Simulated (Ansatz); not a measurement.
`C[O][In]([SH])[O]C(C)C` and `C[O][In]([OH])[SH]` differ in one atom or group.

Ansatz, PBE0-D4/def2-TZVP geometries, multiplicity 1. Each molecule was computed in one conformer, which needn't be the lowest.

Elements past krypton have def2 core potentials.

```csv
property,`C[O][In]([SH])[O]C(C)C`
HOMO–LUMO gap (PBE/def2-TZVPP) / eV,3.47
LUMO energy (PBE0/def2-TZVPP) / eV,-1.60
LUMO energy (PBE/def2-TZVPP) / eV,-2.48
HOMO–LUMO gap (PBE0/def2-TZVPP) / eV,5.86
HOMO–LUMO gap (B3LYP/def2-TZVPP) / eV,5.31
LUMO energy (ωB97M-V/def2-TZVPP) / eV,0.26
```

Q: What does the change do to each property? (Best estimate.)

A: Ansatz gave: 
```json
{"property": "HOMO–LUMO gap (PBE/def2-TZVPP) / eV", "`C[O][In]([OH])[SH]`": "3.43", "shift": "-0.04"}
{"property": "LUMO energy (PBE0/def2-TZVPP) / eV", "`C[O][In]([OH])[SH]`": "-1.77", "shift": "-0.17"}
{"property": "LUMO energy (PBE/def2-TZVPP) / eV", "`C[O][In]([OH])[SH]`": "-2.65", "shift": "-0.17"}
{"property": "HOMO–LUMO gap (PBE0/def2-TZVPP) / eV", "`C[O][In]([OH])[SH]`": "5.80", "shift": "-0.06"}
{"property": "HOMO–LUMO gap (B3LYP/def2-TZVPP) / eV", "`C[O][In]([OH])[SH]`": "5.24", "shift": "-0.07"}
{"property": "LUMO energy (ωB97M-V/def2-TZVPP) / eV", "`C[O][In]([OH])[SH]`": "0.09", "shift": "-0.17"}
```

With PBE0 the HOMO falls by 0.11 eV and the LUMO falls by 0.17 eV, so the gap narrows by about 0.06 eV. PBE moves the HOMO by -0.13 eV and ωB97M-V by -0.08 eV.

B3LYP here is the variant with VWN-RPA as its local correlation; programs differ in this.
